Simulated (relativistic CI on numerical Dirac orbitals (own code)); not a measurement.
Sensitivity of the levels of Gd42+ to α and to the nuclear radius

Calculated at this level of theory: Dirac-Coulomb-Breit CI, separate exchange-only KLI orbitals for each configuration, derivatives by finite differences, unscaled Slater integrals, QED left out (own radial code, finite nucleus).

Configurations in the expansion (outside the closed core [Ne] 3s2): 3p6 3d4, 3p5 3d5, 3p6 3d3 4p, 3p6 3d2 4s 4p, 3p6 3d2 4s2, 3p6 3d 4s2 4p. Double excitations out of closed p, d and f shells are left out; levels of such configurations are missing from the list, as are those of other unlisted configurations, and high levels can miss mixing partners.

With x = (α/α₀)² − 1 an excitation energy changes as ω = ω₀ + qx; K = 2q/ω₀ is the relative enhancement. Terms are leading LS components, so labels can repeat. The field-shift factor is F = δν/δ⟨r²⟩ for the transition from the lowest level.

Lowest level 3p6 3d4 3P_0.

```
       Level  ω₀ (cm⁻¹)  q (cm⁻¹)  F (GHz/fm²)
3p6 3d4 5D_1     227101    289800         4.16
3p6 3d4 3F_4     311890    282200         4.39
3p6 3d4 5D_2     317283    327900         4.92
3p6 3d4 5D_3     345501    317000          4.9
3p6 3d4 5D_0     521487    570300         8.43
3p6 3d4 5D_4     536220    573000         8.54
3p6 3d4 5D_2     537679    535200         8.09
3p6 3d4 5D_3     553499    565500          8.5
3p6 3d4 3H_5     579584    561300         8.57
3p6 3d4 3H_6     598440    558800         8.63
3p6 3d4 3P_1     610608    585300         8.92
3p6 3d4 3G_4     639204    570700         8.88
3p6 3d4 3F_3     644728    555900         8.72
```

At this charge energies of transitions that change n are usually good to better than 1 %, and those within a shell (Δn = 0) to a few per cent.

(1) Which transition from the lowest level has the largest |K|?

## Answers

(1) 3p6 3d4 5D_1 at 227101 cm⁻¹, K = 2.55.
